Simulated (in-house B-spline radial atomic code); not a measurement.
**The potassium ion K²⁺: [He] 2s2 2p5 3s2 3p5 4f1 (an excited or competing configuration)**

All numbers are computed (non-relativistic M06-2X, spin-polarised, spherical fractional occupations; point nucleus) with a radial B-spline atomic code at the basis-set limit, not measured.

Effective charges: Z_r = [3n² - l(l+1)]/(2<r>) from the radius, Z_e = n√(-2ε) from the energy, and Slater's rules. Values are occupation-weighted means over spin.

```tsv
shell	electrons	ε (eV)	<r> (bohr)	Z_r	Z_e	Slater
1s	2	-3651.7	0.08152	18.40	16.38	18.70
2s	2	-433.38	0.3814	15.73	11.29	15.20
2p	5	-361.02	0.3404	14.69	10.30	15.20
3s	2	-77.524	1.163	11.61	7.16	8.95
3p	5	-57.17	1.233	10.14	6.15	8.95
4f	1	-6.7692	5.962	3.02	2.82	3.00
```

The least bound orbital is 4f up at -6.769 eV, and it is also the most diffuse (<r> = 5.962 bohr). The part-filled 2p shell lies below the filled 3s shell in orbital energy.

Caution: exact exchange at fractional occupations of open shells leaves self-interaction of up to several eV.
